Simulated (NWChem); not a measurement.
All runs are NWChem calculations. System: H3Si2, charge 0, spin multiplicity 2, at a geometry optimised with UPBE0/def2-SVP. The structure started from a generated list of species. Its SCF solution wasn't tested for a lower state. Level: G0W0@UPBE/def2-TZVPD, RI basis def2-tzvpd-rifit.

Job file:

```
start mol
memory heap 200 mb stack 700 mb global 1700 mb
geometry units angstroms nocenter noautoz
  Si    -1.354895     0.089465     0.000000
  Si     1.020450    -0.085075     0.000000
  H      1.635322    -0.716350     1.213450
  H      1.411580     1.371242     0.000000
  H      1.635322    -0.716350    -1.213450
  symmetry group Cs
end
basis spherical
  * library def2-tzvpd
end
basis "ri basis" bse spherical
  * library def2-tzvpd-rifit
end
dft
  xc xpbe96 cpbe96
  odft
  mult 2
  iterations 100
  direct
  tolerances tight
end
task dft energy
gw
  states alpha occ 4 vir 2
  states beta occ 4 vir 2
end
task dft gw
```

Output (cleaned and shortened):

```
             Northwest Computational Chemistry Package (NWChem) 7.3.0
             --------------------------------------------------------

                                NWChem Input Module
                                -------------------

 Scaling coordinates for geometry "geometry" by  1.889725989
 (inverse scale =  0.529177249)

 Turning off AUTOSYM since
 SYMMETRY directive was detected!

                             Geometry "geometry" -> ""
                             -------------------------

 Output coordinates in angstroms (scale by  1.889725989 to convert to a.u.)

  No.       Tag          Charge          X              Y              Z
 ---- ---------------- ---------- -------------- -------------- --------------
    1 Si                  14.0000    -1.35489500     0.08946500     0.00000000
    2 Si                  14.0000     1.02045000    -0.08507500     0.00000000
    3 H                    1.0000     1.63532200    -0.71635000     1.21345000
    4 H                    1.0000     1.41158000     1.37124200     0.00000000
    5 H                    1.0000     1.63532200    -0.71635000    -1.21345000

 Effective nuclear repulsion energy (a.u.)      65.8794222964

            Nuclear Dipole moment (a.u.)
            ----------------------------
        X                 Y               Z
 ---------------- ---------------- ----------------
    -0.0000113384     0.0000037795     0.0000000000

      Symmetry information
      --------------------

 Group name             Cs
 Group number              2
 Group order               2
 No. of unique centers     4

      Symmetry unique atoms

     1    2    3    4


 Summary of "ao basis" -> "" (spherical)
 ------------------------------------------------------------------------------
       Tag                 Description            Shells   Functions and Types
 ---------------- ------------------------------  ------  ---------------------
 *                         def2-tzvpd                 on all atoms

 new library libraries.bse/

 Summary of "ri basis" -> "" (spherical)
 ------------------------------------------------------------------------------
       Tag                 Description            Shells   Functions and Types
 ---------------- ------------------------------  ------  ---------------------
 *                      def2-tzvpd-rifit              on all atoms

  pbe96 is a nonlocal functional; adding pw91lda local functional.

                                 NWChem DFT Module
                                 -----------------

 Summary of "ao basis" -> "ao basis" (spherical)
 ------------------------------------------------------------------------------
       Tag                 Description            Shells   Functions and Types
 ---------------- ------------------------------  ------  ---------------------
 Si                        def2-tzvpd               15       43   6s5p3d1f
 H                         def2-tzvpd                5        9   3s2p

 Summary of "ao basis" -> "ao basis" (spherical)
 ------------------------------------------------------------------------------
       Tag                 Description            Shells   Functions and Types
 ---------------- ------------------------------  ------  ---------------------
 Si                        def2-tzvpd               15       43   6s5p3d1f
 H                         def2-tzvpd                5        9   3s2p

      Symmetry analysis of basis
      --------------------------

        a'         74
        a"         39

            General Information
            -------------------
          SCF calculation type: DFT
          Wavefunction type:  spin polarized.
          No. of atoms     :     5
          No. of electrons :    31
           Alpha electrons :    16
            Beta electrons :    15
          Charge           :     0
          Spin multiplicity:     2
          Use of symmetry is: on ; symmetry adaption is: on
          Maximum number of iterations: 100
          This is a Direct SCF calculation.
          AO basis - number of functions:   113
                     number of shells:    45
          Convergence on energy requested:  1.00D-06
          Convergence on density requested:  1.00D-05
          Convergence on gradient requested:  5.00D-04

              XC Information
              --------------
          PerdewBurkeErnzerhof Exchange Functional  1.000
            Perdew 1991 LDA Correlation Functional  1.000 local
           PerdewBurkeErnz. Correlation Functional  1.000 non-local

             Grid Information
             ----------------
          Grid used for XC integration:  medium
          Radial quadrature: Mura-Knowles
          Angular quadrature: Lebedev.
          Tag              B.-S. Rad. Rad. Pts. Rad. Cut. Ang. Pts.
          ---              ---------- --------- --------- ---------
          Si                  1.10       88          12.0       590
          H                   0.35       45          12.0       434
          Grid pruning is: on
          Number of quadrature shells:   266
          Spatial weights used:  Erf1

          Convergence Information
          -----------------------
          Convergence aids based upon iterative change in
          total energy or number of iterations.
          Levelshifting, if invoked, occurs when the
          HOMO/LUMO gap drops below (HL_TOL):  1.00D-02
          DIIS, if invoked, will attempt to extrapolate
          using up to (NFOCK): 10 stored Fock matrices.

                    Damping( 0%)  Levelshifting(0.5)       DIIS
                  --------------- ------------------- ---------------
[...]
   105     -0.140524  5 H  s                 52     -0.130794  2 Si pz
    89      0.129502  3 H  s                107     -0.129502  5 H  s
    58      0.122514  2 Si pz                64      0.099730  2 Si pz

 Vector   15  Occ=1.000000D+00  E=-2.150489D-01  Symmetry=a'
              MO Center= -7.3D-01,  5.2D-02,  1.3D-15, r^2= 3.7D+00
   Bfn.  Coefficient  Atom+Function         Bfn.  Coefficient  Atom+Function
  ----- ------------  ---------------      ----- ------------  ---------------
    16      0.359842  1 Si px                59     -0.299082  2 Si px
     4     -0.252585  1 Si s                  5     -0.241899  1 Si s
    48      0.216431  2 Si s                 19      0.181779  1 Si px
     3      0.142949  1 Si s                 47      0.139311  2 Si s
     7     -0.130127  1 Si px                13      0.123082  1 Si px

 Vector   16  Occ=0.000000D+00  E=-1.489018D-01  Symmetry=a'
              MO Center= -1.1D+00,  7.3D-02,  7.1D-15, r^2= 3.0D+00
   Bfn.  Coefficient  Atom+Function         Bfn.  Coefficient  Atom+Function
  ----- ------------  ---------------      ----- ------------  ---------------
    17      0.500344  1 Si py                20      0.380800  1 Si py
     8     -0.168300  1 Si py                14      0.165193  1 Si py
    98     -0.104803  4 H  s                 97     -0.098769  4 H  s
    11     -0.076596  1 Si py                16      0.075020  1 Si px
    70     -0.066692  2 Si d -2              19      0.056112  1 Si px

 Vector   17  Occ=0.000000D+00  E=-1.195172D-01  Symmetry=a"
              MO Center= -1.0D+00,  6.2D-02, -5.1D-15, r^2= 3.3D+00
   Bfn.  Coefficient  Atom+Function         Bfn.  Coefficient  Atom+Function
  ----- ------------  ---------------      ----- ------------  ---------------
    18      0.452815  1 Si pz                21      0.368049  1 Si pz
    15      0.162491  1 Si pz                 9     -0.161666  1 Si pz
    64      0.121322  2 Si pz                89     -0.113260  3 H  s
   107      0.113260  5 H  s                 88     -0.078776  3 H  s
   106      0.078776  5 H  s                 73      0.076255  2 Si d  1

 Vector   18  Occ=0.000000D+00  E=-1.596181D-02  Symmetry=a'
              MO Center=  8.8D-02, -2.9D-02, -2.4D-13, r^2= 9.7D+00
   Bfn.  Coefficient  Atom+Function         Bfn.  Coefficient  Atom+Function
  ----- ------------  ---------------      ----- ------------  ---------------
    49     -1.583847  2 Si s                  6      1.522938  1 Si s
    62      0.869309  2 Si px                48      0.526065  2 Si s
    19      0.479249  1 Si px                 4     -0.349410  1 Si s
    47      0.317967  2 Si s                 89     -0.303226  3 H  s
   107     -0.303226  5 H  s                 79     -0.301100  2 Si d  2

   alpha - beta orbital overlaps
   -----------------------------

   alpha      1      2      3      4      5      6      7      8      9     10
    beta      1      2      3      4      5      7      6      8      9     10
 overlap   1.000  1.000  1.000  1.000  1.000  1.000  1.000  0.999  1.000  0.999

   alpha     11     12     13     14     15     16     17     18     19     20
    beta     11     12     13     14     15     17     16     18     19     20
 overlap   0.996  0.994  1.000  0.999  0.999  0.995  0.999  0.997  0.982  0.977

   alpha     21     22     23     24     25     26     27     28     29     30
    beta     21     22     24     23     25     26     27     30     29     28
 overlap   0.993  0.960  0.968  0.766  0.727  0.893  0.971  0.971  0.715  0.805

   alpha     31     32     33     34     35     36     37     38     39     40
    beta     32     31     33     34     35     36     37     38     39     41
 overlap   0.975  0.987  0.996  0.996  0.995  0.952  0.956  0.945  0.950  0.983

   alpha     41     42     43     44     45     46     47     48     49     50
    beta     40     44     42     43     47     46     45     48     49     51
 overlap   0.922  0.942  0.932  0.956  0.938  0.791  0.983  0.836  0.997  0.987

   alpha     51     52     53     54     55     56     57     58     59     60
    beta     50     52     53     54     55     56     57     58     59     60
 overlap   0.996  0.994  0.999  0.996  1.000  0.985  0.985  1.000  0.997  0.997

   alpha     61     62     63     64     65     66     67     68     69     70
    beta     61     62     63     65     64     66     67     68     71     69
 overlap   1.000  0.997  0.999  0.993  0.923  0.891  0.827  0.808  0.733  0.718

   alpha     71     72     73     74     75     76     77     78     79     80
    beta     70     73     72     75     74     76     78     77     79     80
 overlap   0.768  0.985  0.870  0.992  0.911  0.990  0.973  0.996  0.998  0.974

   alpha     81     82     83     84     85     86     87     88     89     90
    beta     81     82     83     84     86     85     87     88     89     91
 overlap   0.982  0.976  0.986  0.970  0.987  0.962  0.998  1.000  1.000  0.999

   alpha     91     92     93     94     95     96     97     98     99    100
    beta     90     92     93     94     95     96     97     98     99    100
 overlap   1.000  1.000  1.000  1.000  1.000  1.000  1.000  1.000  1.000  1.000

   alpha    101    102    103    104    105    106    107    108    109    110
    beta    101    102    103    104    105    106    107    108    109    110
 overlap   1.000  1.000  1.000  1.000  1.000  1.000  1.000  0.997  1.000  0.996

   alpha    111    112    113
    beta    111    112    113
 overlap   0.999  1.000  1.000

     --------------------------
     Expectation value of S2:
     --------------------------
      <S2> =      0.7552 (Exact =     0.7500)

 center of mass
 --------------
 x =  -0.14860499 y =   0.00195068 z =   0.00000000

 moments of inertia (a.u.)
 ------------------
          22.582281118805          22.232594699217           0.000000000000
          22.232594699217         323.156599687987           0.000000000000
           0.000000000000           0.000000000000         324.541287182621

     Multipole analysis of the density
     ---------------------------------

     L   x y z        total         alpha         beta         nuclear
     -   - - -        -----         -----         ----         -------
     0   0 0 0     -0.000000    -16.000000    -15.000000     31.000000

     1   1 0 0     -0.069735      1.023835     -1.093558     -0.000011
     1   0 1 0     -0.072785     -0.097245      0.024456      0.000004
     1   0 0 1      0.000000     -0.000000      0.000000      0.000000

     2   2 0 0    -23.870117   -100.535723    -93.388246    170.053852
     2   1 1 0      0.540629      6.508383      5.887232    -11.854986
     2   1 0 1     -0.000000     -0.000000     -0.000000      0.000000
     2   0 2 0    -20.033332    -16.413103    -14.761963     11.141734
     2   0 1 1     -0.000000     -0.000000      0.000000      0.000000
     2   0 0 2    -22.935489    -19.471996    -13.979998     10.516505

 Task  times  cpu:       33.0s     wall:       33.0s

                                NWChem Input Module
                                -------------------

                                 NWChem GW Module
                                 ----------------

                             ***********************
                             ***        GW       ***
                             ***********************

 Summary of "ri basis" -> "ri basis" (spherical)
 ------------------------------------------------------------------------------
       Tag                 Description            Shells   Functions and Types
 ---------------- ------------------------------  ------  ---------------------
 Si                     def2-tzvpd-rifit            33      129   10s8p7d6f2g
 H                      def2-tzvpd-rifit            10       24   5s3p2d

                 Memory Information
                 ------------------
          Available GA per process is          1699.8 MBs
          Available stack per process is        700.0 MBs
          Available heap per process is           0.0 MBs

          Peak memory in Initialization
              Peak GA per process is                 10.9 MBs
              Peak stack per process is               0.1 MBs
              Peak heap per process is               11.2 MBs
              Memory not in MA per process            0.0 MBs

          Peak memory in AFF Calculation
              Peak GA per process is                 87.1 MBs
              Peak stack per process is              69.7 MBs
              Peak heap per process is                0.0 MBs
              Memory not in MA per process           69.7 MBs

          Computing 2-center integrals
          Computing Inverse Cholesky factor
          Computing 3-center integrals
          Computing V_xc ...

          Computing Sigma_x
          Computing RPA polarizability
          Solving quasiparticle equations

                  Alpha Orbitals
          State     Energy (eV)     Error (eV)
          -----------------------------------
@GW        13        -11.402           0.003
@GW        14        -11.439           0.002
@GW        15         -8.771           0.002
@GW        16         -7.244           0.002
@GW        17         -1.864           0.002
@GW        18          1.431           0.004

                   Beta Orbitals
          State     Energy (eV)     Error (eV)
          -----------------------------------
@GW        12        -13.090           0.001
@GW        13        -11.369           0.005
@GW        14        -11.259           0.002
@GW        15         -8.462           0.002
@GW        16         -1.514           0.002
@GW        17         -0.935           0.002

   Applying  -2.5187 eV scissor-shift to rest of particle states

   Applying   2.4999 eV scissor-shift to rest of hole states

   Applying  -2.6102 eV scissor-shift to rest of particle states

   Applying   2.5382 eV scissor-shift to rest of hole states

     GW Timing Statistics
   ------------------------
   Init.   :          0.1s
     ERIs  :          1.8s
     Distr.:          0.0s
     Vxc   :          0.8s
   Sigma_x :          0.0s
   RPA     :          9.7s
   Wmn     :          0.1s
   Sigma_c :          0.3s
   GW total:         12.9s

 Task  times  cpu:       12.9s     wall:       12.9s

 Total times  cpu:       46.0s     wall:       46.0s
```
